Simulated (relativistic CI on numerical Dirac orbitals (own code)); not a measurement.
**Ti⁺ in a cubic cluster: 2p photoemission with charge transfer**

Computed with a charge-transfer multiplet model of a cubic metal-ligand cluster with up to one ligand hole, Slater and spin-orbit integrals from Dirac-Coulomb-Breit ions, Slater integrals scaled by 0.9. The parameters are those of a tetrahedral site (10Dq negative, t2 hopping the larger). The ground state mixes d3 with configurations of k ligand holes L, whose averages lie at kΔ + k(k − 1)U_dd/2; a core hole lowers each added d electron by U_cd. 20 K, Lorentzian 0.6 eV and Gaussian 0.8 eV FWHM.

Atomic integrals in eV (Slater integrals scaled, ζ unscaled), ground: F2dd 6.085, F4dd 3.735, zeta_d 0.009; with the core hole: F2dd 8.239, F4dd 5.130, zeta_d 0.022, zeta_core 3.746, F2cd 4.410, G1cd 3.131, G3cd 1.774.

Cluster parameters (eV): U_dd = 4.2, U_cd = 4.9, 10Dq = -0.25, 10Dq(ligand) = 0, V(eg) = 0.9, V(t2g) = -1.53, final-state hopping factor = 0.8.

```csv
Case,n_d,d3,d4L,S
Δ = 4.8 eV,3.22,0.78,0.22,1.50
Δ = 6.8 eV,3.15,0.85,0.15,1.50
Δ = 7.8 eV,3.13,0.87,0.13,1.50
```

Weights, n_d and S are thermal averages at 20 K. Binding energies count from the first peak over 30 % of the highest in each spectrum, which can be another peak from case to case. The parameters are a model scan and need not match a compound or its usual spin state. Peaks in eV (height, largest 100):
- Δ = 4.8 eV: 0.0 (100), 6.4 (53)
- Δ = 6.8 eV: 0.0 (100), 2.5 (22), 6.3 (44)
- Δ = 7.8 eV: 0.0 (100), 2.6 (19), 6.2 (44)

For the case Δ = 6.8 eV, Δ = 6.8 eV is larger than U_dd = 4.2 eV, the Mott-Hubbard side of the Zaanen-Sawatzky-Allen scheme. With the core hole the configuration with one ligand hole lies at Δ − U_cd = -0.1, 1.9, 2.9 eV from the one without, in the order of the table; where this is negative the screened configuration lies lower, though the effective hopping of about 2.9 eV (from the holes of the mixed ground state) mixes the two strongly wherever it is as large as the gap.

With at most 1 ligand hole the space is cut while the next configuration still counts, so covalency is underestimated, and a final configuration with one more ligand hole, which can lie low, is missing from the spectra.
